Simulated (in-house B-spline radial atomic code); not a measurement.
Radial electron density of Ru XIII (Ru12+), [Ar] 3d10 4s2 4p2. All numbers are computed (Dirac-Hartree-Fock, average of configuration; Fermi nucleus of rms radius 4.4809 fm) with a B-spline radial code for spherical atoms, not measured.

Columns: r (bohr), 4πr²n(r) (electrons per bohr), bar.

```
 0.00142    1.847 #
 0.00172    2.586 ##
 0.00208    3.591 ##
 0.00251    4.936 ###
 0.00303    6.736 ####
 0.00367    9.154 ######
 0.00444    12.27 ########
 0.00536    16.17 ##########
 0.00648    20.99 #############
 0.00784    26.73 #################
 0.00948    33.19 #####################
  0.0115    40.14 ##########################
  0.0139    46.69 ##############################
  0.0168    52.15 #################################
  0.0203     55.6 ###################################
  0.0245    56.37 ####################################
  0.0296     54.5 ###################################
  0.0358    51.01 #################################
  0.0433    48.09 ###############################
  0.0523    48.31 ###############################
  0.0633    53.12 ##################################
  0.0765    61.16 #######################################
  0.0925    68.16 ############################################
   0.112    68.93 ############################################
   0.135    61.83 #######################################
   0.163    50.97 #################################
   0.198    44.18 ############################
   0.239    46.26 ##############################
   0.289    52.31 #################################
   0.349    52.58 ##################################
   0.422    42.43 ###########################
   0.511    26.85 #################
   0.618    14.77 #########
   0.747    9.249 ######
   0.903     7.01 ####
    1.09    4.683 ###
    1.32     2.15 #
     1.6   0.6059 
    1.93   0.1018 
    2.33 0.008947 
    2.82 0.0003513 
    3.41 5.586e-06
```

On this grid the curve has 3 maxima, near 0.0245, 0.112, 0.349 bohr.

The 4p3/2 radial function P(r) = rR(r), positive near the nucleus, with its small component Q(r) (sign convention: Q ≈ (P' + κP/r)/2c):

| r (bohr) | P | Q |
| --- | --- | --- |
| 0.00172 | 0.001404 | -0.0001136 |
| 0.00251 | 0.002911 | -0.0002355 |
| 0.00367 | 0.006006 | -0.0004862 |
| 0.00536 | 0.01222 | -0.0009902 |
| 0.00784 | 0.02451 | -0.001989 |
| 0.0115 | 0.04814 | -0.003917 |
| 0.0168 | 0.09041 | -0.007392 |
| 0.0245 | 0.1602 | -0.01323 |
| 0.0358 | 0.262 | -0.02207 |
| 0.0523 | 0.3756 | -0.0331 |
| 0.0765 | 0.4311 | -0.04236 |
| 0.112 | 0.3014 | -0.04192 |
| 0.163 | -0.08774 | -0.02525 |
| 0.239 | -0.5619 | 0.003246 |
| 0.349 | -0.587 | 0.02223 |
| 0.511 | 0.1466 | 0.01654 |
| 0.747 | 1.036 | -0.002612 |
| 1.09 | 1.083 | -0.01129 |
| 1.6 | 0.4336 | -0.005679 |
| 2.33 | 0.05797 | -0.0008305 |
| 3.41 | 0.001589 | -2.392e-05 |
